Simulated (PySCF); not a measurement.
A GIAO shielding run with PySCF 2.14 (density fitting, non-relativistic, gas phase) on SMILES CC[Si@@H]1C[SiH2][C@H](C#N)[SiH2]1, C$_{5}$H$_{13}$NSi$_{3}$:

```
$ OMP_NUM_THREADS=1 python probes_run.py task.json out

{"job": {"kind": "nmr", "xc": "PBE0", "basis": "pcSseg-1"}, "charge": 0, "multiplicity": 1}
C      3.150461     0.500138    -0.321808
C      2.143870    -0.629041    -0.141843
Si     0.762873    -0.175807     1.093590
C     -0.526263    -1.600024     1.161771
Si    -2.045213    -1.204005     0.084375
C     -2.270189     0.687556     0.349282
C     -3.138097     1.229636    -0.629035
N     -3.816423     1.655963    -1.450110
Si    -0.556081     1.589346     0.350548
H      2.660307     1.397369    -0.695299
H      3.931149     0.221153    -1.027818
H      3.623716     0.744654     0.626633
H      2.671441    -1.523670     0.193491
H      1.706815    -0.874492    -1.111561
H      1.382750    -0.015013     2.425195
H     -0.094235    -2.551729     0.861378
H     -0.850996    -1.732864     2.192526
H     -3.249092    -1.922859     0.515291
H     -1.775370    -1.474738    -1.330324
H     -2.734054     0.842147     1.327533
H     -0.298231     2.064102    -1.014640
H     -0.689547     2.791562     1.185251
```

Hardware: 1 thread of an Arm Neoverse N1, shared host. The job also computes population analyses, field gradients, ring-centre shieldings.

Q: How large is the calculation?

A: 92 electrons, 239 basis functions and 1304 auxiliary functions.

Q: How long does it take, and how much memory does it need?

A: 110 s of wall time, with 14 SCF cycles and 5 response iterations; peak memory 1.1 GiB. Times on a shared host scatter by some tens of per cent.
